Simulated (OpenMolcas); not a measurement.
B2H4F2 (SMILES [BH2-]1[F+][BH2-][F+]1): the HOMO–LUMO gap, rung by rung

B2H4F2 has 8 atoms, charge 0, and is taken as a singlet. As SMILES, `[BH2-]1[F+][BH2-][F+]1`. Geometry: relaxed at PBE0-D4/def2-TZVP.

```xyz
8

B    -0.4880    0.9473   -0.2938
F     0.6373    0.5360    0.6706
B     0.4880   -0.9472    0.2939
F    -0.6368   -0.5359   -0.6711
H    -0.0360    1.5573   -1.2103
H    -1.4402    1.3084    0.3220
H     1.4402   -1.3091   -0.3216
H     0.0354   -1.5568    1.2103
```

Quantity: the HOMO–LUMO gap, in eV. The values are calculated.

| level | kind | program | value (eV) | CPU time |
| --- | --- | --- | --- | --- |
| SVWN5/cc-pVDZ | LDA | OpenMolcas | 6.41 | 12 s |
| revPBE/cc-pVDZ | GGA | OpenMolcas | 6.78 | 17 s |
| TPSS/cc-pVDZ | meta-GGA | OpenMolcas | 7.28 | 24 s |
| r2SCAN/cc-pVDZ | meta-GGA | OpenMolcas | 7.64 | 23 s |
| B3LYP/cc-pVDZ | global hybrid | OpenMolcas | 8.92 | 18 s |
| M06-2X/cc-pVDZ | hybrid meta-GGA | OpenMolcas | 11.90 | 23 s |
| PBE0/cc-pVDZ | global hybrid | OpenMolcas | 9.38 | 17 s |
| B2PLYP/cc-pVDZ | double hybrid | OpenMolcas | 12.39 | 14 s |

The values span 6.41 to 12.39 eV. Orbital gaps aren't excitation energies, and those of double hybrids come from the SCF part alone; they tend to grow with the share of exact exchange. CPU times are rough (shared hosts, several kinds of processor): they show what a rung costs within a factor of a few.
